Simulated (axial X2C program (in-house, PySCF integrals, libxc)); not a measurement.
Potential curves of BeMo, with spin–orbit coupling

Calculated with an axial X2C code built on PySCF integrals. Two-component (2c) means X2C with spin–orbit coupling and atomic mean-field two-electron Coulomb and Gaunt terms. Basis: Mo dyall-cv3z [11s12p9d5f3g], Be dyall-cv3z [8s8p3d1f] (cores contracted in-house); Gaussian nuclei, density fitting, unrestricted open shells. Masses: Mo 97.905 u, Be 9.012 u.

State: Ω = 3 (⟨Sz⟩ = 3.00, ⟨Lz⟩ = 0.00 at HF). Energies in cm⁻¹ from the fragments at the same level (Mo + Be). Fits are polynomials in 1 − R0/R over 0.85 to 1.23 times the lowest point R0.

```
 R (Å)  CCSD(T)   CCSD
2.2641    -3442  -2353
2.3387    -4028  -3005
2.4134    -4337  -3379
2.4880    -4436  -3541
2.5751    -4362  -3537
2.6622    -4148  -3392
2.7741    -3752  -3079
```

Correlated methods: 8 electrons correlated (number of frozen shells: Mo 4 s, 3 p, 1 d; Be 1 s), 272 virtual spin orbitals or spinors in MP2, 90 natural virtuals in coupled cluster.

Occupations by symmetry block were frozen at the best pattern of an incomplete PBE0 search. Dissociation energies refer to the lowest single-determinant-based atoms at the same level and basis. CCSD and (T) use frozen natural virtuals with an MP2 correction for the truncation; (T) itself is uncorrected, so its De runs slightly low. Other states lie close and PBE0, whose exact exchange favours high spin, may order them wrongly; the determinant shown need not be the ground state. The nearest other 2c determinant of the search, Ω = 2, lies 0.61 eV up at the distance of the search. With several unpaired electrons one determinant need not be a pure state. Open-shell Ω = 0 determinants with evenly filled partner blocks cannot be reached by this program, so the Ω shown need not be the lowest component. The determinant is spin-polarised beyond a pure state at some levels (its spin-free form has ⟨S²⟩ too high), which makes Re and μ there less reliable. With the outer-core shells frozen, correlated bond lengths of heavy atoms tend to come out a few hundredths of an ångström too long. Coupled cluster ran on the points near the minimum only. MP2 and coupled cluster on one determinant become unreliable at the stretched end.

(1) What are Re, ωe and De at the CCSD(T) level?

(2) What are Re, ωe and De at the CCSD level?

Results:

(1) At CCSD(T), 2c: Re = 2.495 Å, ωe ≈ 329 cm⁻¹, De = 0.55 eV to Mo + Be; Be follows as 0.328 cm⁻¹.

(2) At CCSD, 2c: Re = 2.528 Å, ωe ≈ 307 cm⁻¹, De = 0.44 eV to Mo + Be; Be follows as 0.32 cm⁻¹.
